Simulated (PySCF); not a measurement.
C₂H₁₀OSi₃, SMILES [SiH3][C@H]1O[SiH2]C[SiH2]1.

Geometry optimised at PBE0-D3(BJ)/def2-SVP. The structure was generated by enumeration; whether it is a known compound was not checked. Other conformers were not sampled.

Two levels are set side by side: TDA-PBE/def2-SVPD (PySCF) and TDA-PBE0/def2-SVPD (PySCF). Vertical, same geometry. The lowest singlet is HOMO→LUMO 99 % with PBE and HOMO→LUMO 93 % with the other functional; states are paired by order. Differences are taken from unrounded values.

```json
[
 {"quantity": "lowest singlet excitation (eV)", "TDA-PBE0": "6.08"},
 {"quantity": "lowest triplet excitation (TDA) (eV)", "TDA-PBE0": "5.78"},
 {"quantity": "first bright state (f over 0.05) (eV)", "TDA-PBE0": "6.98"},
 {"quantity": "its oscillator strength", "TDA-PBE0": "0.06"}
]
```

### Question
What does TDA-PBE give, and how far is it from TDA-PBE0? (Estimate from the structure and the level; the computed values follow.)

### Answer

```
quantity                               TDA-PBE  TDA-PBE minus TDA-PBE0
-------------------------------------  -------  ----------------------
lowest singlet excitation (eV)            5.28                   -0.79
lowest triplet excitation (TDA) (eV)      5.09                   -0.69
first bright state (f over 0.05) (eV)     6.37                   -0.61
its oscillator strength                   0.05                   -0.01
```

A lower first singlet is the usual sign of a functional without exact exchange. Differences between two approximate levels are no errors against the true value.

Rough cost on one machine, each run with all the roots and properties that it gave: TDA-PBE0 against TDA-PBE about 3 times.
